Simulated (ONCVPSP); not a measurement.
## Potentials for As (Z = 33) compared

Generated with ld1.x 7.5 (TM, RRKJ, ultrasoft, PAW), atompaw 4.2 or ONCVPSP 4.0.1. The cutoff is in Ry: for ld1.x and atompaw files where the sum of valence levels is converged to 10 mRy in a Bessel basis, for ONCV files where the hardest occupied wave has 1 mHa per electron of residual kinetic energy. The error is the largest all-electron minus pseudo excitation energy over each file’s own four to seven test configurations (ionisations up to +4, promotions, holes and added fractions of an electron), all of which were solved. The labels leave out finer settings (local radius, basis sizes, second energies), which also bear on the numbers. Spin-polarised tests are not counted. The rows are a selection from randomly drawn settings: files with unsolved tests, undetermined cutoffs or missed reference levels are left out.

A true bound ghost makes a file unfit for plane-wave use even where its test errors are small: the radial tests pick states by their node count and pass the ghost by.

| potential | cutoff (Ry) | largest error (meV) | bound ghosts |
| --- | --- | --- | --- |
| ONCV, LDA (Perdew-Zunger), scalar-relativistic, rc 1.45/1.60/0.60/1.75 (spdf), local smoothed, core correction yes, reference 3d10 4s1 4p4, qcut 5.2/5.9/15.7/6.4, projectors 3/1/2/2 | 966 | -4.7 | s, p |
| ONCV, LDA (Perdew-Wang 92), scalar-relativistic, rc 1.35/1.80/0.95 (spd), local smoothed, core correction yes, reference 3d10 4s2 4p2, qcut 6.2/3.7/14.2, projectors 2/2/2 | 190 | -465 | s |
| ONCV, LDA (Perdew-Wang 92), fully relativistic, rc 1.15/0.85/1.15 (spd), local smoothed, core correction no, reference 3s2 3p6 3d10 4s2 4p3, qcut 13.3/19.5/13.4, projectors 2/2/2 | 153 | +5.2 | none |
| ONCV, revPBE, non-relativistic, rc 1.60/1.65 (sp), local smoothed, core correction yes, reference 4s1 4p4, qcut 3.7/4.1, projectors 1/2 | 40 | +12 | none |
| ONCV, PBEsol, fully relativistic, rc 1.05/1.20/0.70 (spd), local smoothed, core correction yes, reference 3s2 3p6 3d10 4s2 4p3, qcut 11.9/10.1/18.4, projectors 2/2/2 | 320 | +3.1 | none |

**Question.** Fill in the row for As: ONCV, PBE, scalar-relativistic, rc 1.75/1.80 (sp), local smoothed, core correction yes, reference 4s2 4p3, qcut 4/4.4, projectors 2/1.

**Answer.** cutoff 18 Ry, largest error -56 meV, bound ghosts: none.

**Question.** Fill in the row for As: ONCV, PBEsol, scalar-relativistic, rc 0.80/0.90/1.05 (spd), local smoothed, core correction yes, reference 3s2 3p6 3d10 4s2 4p3, qcut 19.9/13.8/14.8, projectors 2/2/2.

**Answer.** cutoff 232 Ry, largest error -4.4 meV, bound ghosts: none.

**Question.** Fill in the row for As: ONCV, BLYP, scalar-relativistic, rc 1.10/0.80/1.10 (spd), local smoothed, core correction yes, reference 3s2 3p6 3d10 4s2 4p3, qcut 8.6/19.4/17, projectors 2/3/2.

**Answer.** cutoff 204 Ry, largest error -7.8 meV, bound ghosts: none.
